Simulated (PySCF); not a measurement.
Gas-phase reaction: 4 GeF4 + Ge2H6 + 2 F ⇌ 6 GeHF3

Method: PySCF energies plus ideal-gas RRHO corrections (1 bar). † marks an energy on the PBE0/def2-TZVP geometry and frequencies; other levels use their own. CCSD(T) freezes the core. 6-31G* has spherical d functions here. Open shells (unrestricted): F (multiplicity 2); the rest are closed-shell singlets. Spin-orbit splitting is ignored; it lowers the true energy and changes the entropy of F. Ge: all electrons, no relativistic terms. GeHF3: computed as isolated molecules; such fragments, hydroxides, amides, oligomers or adducts are transient or little studied in the gas. CCSD(T) isn't extrapolated to the basis-set limit.

CCSD(T)/def2-TZVPP† gives ΔH°(298 K) = -828 kJ.

What do ωB97X-V/def2-TZVP†, HF/6-31G*, HF/def2-TZVP† give?

ωB97X-V/def2-TZVP†: -865 kJ; HF/6-31G*: -594 kJ; HF/def2-TZVP†: -624 kJ. For scale, ΔH°(298 K) is -828 kJ at this level, -865 kJ at ωB97M-V/def2-TZVP†, and runs from -1012 to -594 kJ over the 19 levels computed.
